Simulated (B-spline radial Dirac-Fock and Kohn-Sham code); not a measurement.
**Cr²⁺ 2p3/2: cross section and angular parameters**

System: Cr²⁺, configuration [Ar] 3d4; threshold 604.4 eV (orbital energy of the model). Model: Dirac-Hartree-Slater photoionisation with a Latter tail; cross sections with all multipoles, angular parameters from the dipole term and its interference with E2. Program: a B-spline atomic structure program.

The run's input, task.json:

```json
{"items": [{
  "Z": 24,
  "q": 2,
  "cfg": [[1, 0, 2], [2, 0, 2], [2, 1, 6], [3, 0, 2], [3, 1, 6], [3, 2, 4]],
  "A": 52,
  "rrms": 3.6452,
  "do": "xps",
  "hv": [60, 69.7, 80, 94.8, 98.2, 156.0, 161.0, 163.0, 200, 206.0, 214.0, 252.0, 300, 322.0, 441.0, 544.0, 600, 1470.0, 1760.0, 2000, 2080.0, 2640.0, 2810.0, 4460.0, 5600.0, 8047.8, 9250.0, 9251.7, 11700.0, 12300.0]
}]}
```

Run with: `python xray2_run.py task.json out`

For linearly polarised light dσ/dΩ = σ/(4π) [1 + β P₂(cos θ) + (δ + γ cos²θ) sin θ cos φ], with θ from the polarisation vector and φ the angle between the beam and the projection of the electron momentum on the plane normal to the polarisation.

| hν (eV) | σ (kb) | β | γ | δ |
| --- | --- | --- | --- | --- |
| 1470 | 108 | 1.454 | 0.368 | 0.029 |
| 1760 | 64.5 | 1.417 | 0.485 | 0.035 |
| 2000 | ? | ? | ? | ? |
| 2080 | 39.5 | 1.369 | 0.590 | 0.042 |
| 2640 | 19.2 | 1.285 | 0.737 | 0.056 |
| 2810 | 15.9 | 1.260 | 0.774 | 0.060 |
| 4460 | 3.65 | 1.051 | 1.021 | 0.102 |
| 5600 | 1.72 | 0.938 | 1.128 | 0.131 |
| 8047.8 | 0.502 | 0.758 | 1.278 | 0.190 |
| 9250 | 0.310 | 0.690 | 1.330 | 0.217 |
| 9251.7 | 0.309 | 0.690 | 1.330 | 0.217 |
| 11700 | 0.135 | 0.579 | 1.407 | 0.269 |
| 12300 | 0.113 | 0.556 | 1.422 | 0.281 |

Q: Give the values at 2000 eV.

A: σ = 44.4 kb, β = 1.381, γ = 0.565, δ = 0.041.

Values without a named source are computed, but for edge energies of neutral atoms, which are taken from tables.
